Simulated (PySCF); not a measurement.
Ge(H)2(Cl)(Et) (C2H7ClGe), SMILES [GeH2]([CH2]C)[Cl]. Geometry optimised at PBE-D3(BJ)/def2-SVP. One conformer was computed; it need not be the lowest.

Computed equilibrium geometry at PBE-D3(BJ)/def2-SVP (PySCF confirms it by a frequency run) as bond lengths and angles (one conformer of several):
Atoms: Ge1 Cl2 C3 C4 H5 H6 H7 H8 H9 H10 H11. Bond lengths (Å): Ge1–Cl2 2.194, Ge1–C3 1.966, Ge1–H5 1.553, Ge1–H6 1.552, C3–C4 1.530, C3–H7 1.112, C3–H8 1.110, C4–H9 1.110, C4–H10 1.109, C4–H11 1.109. Angles (°): Cl2–Ge1–C3 106.8, Cl2–Ge1–H5 106.3, Cl2–Ge1–H6 106.9, C3–Ge1–H5 112.3, C3–Ge1–H6 113.0, H5–Ge1–H6 111.0, Ge1–C3–C4 113.2, Ge1–C3–H7 106.7, Ge1–C3–H8 106.7, C4–C3–H7 111.8, C4–C3–H8 111.4, H7–C3–H8 106.7, C3–C4–H9 111.7, C3–C4–H10 111.4, C3–C4–H11 111.0, H9–C4–H10 107.4, H9–C4–H11 107.3, H10–C4–H11 107.8.
Charge 0, spin multiplicity 1.
